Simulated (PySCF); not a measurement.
Isomers of C7H4F4, one GFN2-xTB conformer each. Single-point energies are computed at PBE0/pcSseg-1 (PySCF, gas phase, no added dispersion term), electronic only.

Problem. Rank them by PBE0/pcSseg-1 energy, lowest first (kcal/mol).
A. `[F:1][CH2:2][CH2:3][C:4]#[C:5][C:6]#[C:7][C:8]([F:9])([F:10])[F:11]` with F1–C2–C3–C4 70°
B. `Fc1ccccc1C(F)(F)F`
C. `Fc1cccc(C(F)(F)F)c1`
D. `Fc1ccc(C(F)(F)F)cc1`

Solution. D (0.0), C (0.5), B (2.1), A (92.4).

As drawn, the lowest has an aromatic ring, which the highest lacks; the highest has a C≡C bond, which the lowest lacks. Neighbours under 2.5 kcal/mol apart (Fc1ccc(C(F)(F)F)cc1 and Fc1cccc(C(F)(F)F)c1; Fc1cccc(C(F)(F)F)c1 and Fc1ccccc1C(F)(F)F) can change places with a better method, another conformer or zero-point energy. GFN2-xTB itself gives, in the same order: 0.0, 0.4, 2.5, 76.5. Both levels put the same isomer lowest; measured from each level's own lowest isomer, the values differ by up to 15.9 kcal/mol (FCCC#CC#CC(F)(F)F: 76.5 against 92.4).

Problem. Which frontier levels, dipoles and rotational constants go with these structures?

Solution. 
| SMILES | HOMO (eV, PBE0/pcSseg-1) | LUMO (eV) | dipole (D) | A, B, C (MHz) |
| --- | --- | --- | --- | --- |
| Fc1ccc(C(F)(F)F)cc1 | -7.90 | -1.05 | 1.42 | 2863, 614.8, 554.9 |
| Fc1cccc(C(F)(F)F)c1 | -7.84 | -1.30 | 2.47 | 2133, 726.4, 598.1 |
| Fc1ccccc1C(F)(F)F | -7.84 | -1.24 | 3.75 | 1915, 939.7, 708.2 |
| FCCC#CC#CC(F)(F)F | -8.00 | -1.54 | 5.10 | 3145, 290.5, 281.8 |

Problem. As an exercise, what shares would exp(−E/RT) give at 500 K from these electronic energies alone (no entropy, no degeneracies)?

Solution. RT = 0.994 kcal/mol: Fc1ccc(C(F)(F)F)cc1 57.1 %, Fc1cccc(C(F)(F)F)c1 36.0 %, Fc1ccccc1C(F)(F)F 6.9 %, FCCC#CC#CC(F)(F)F under 0.1 %.
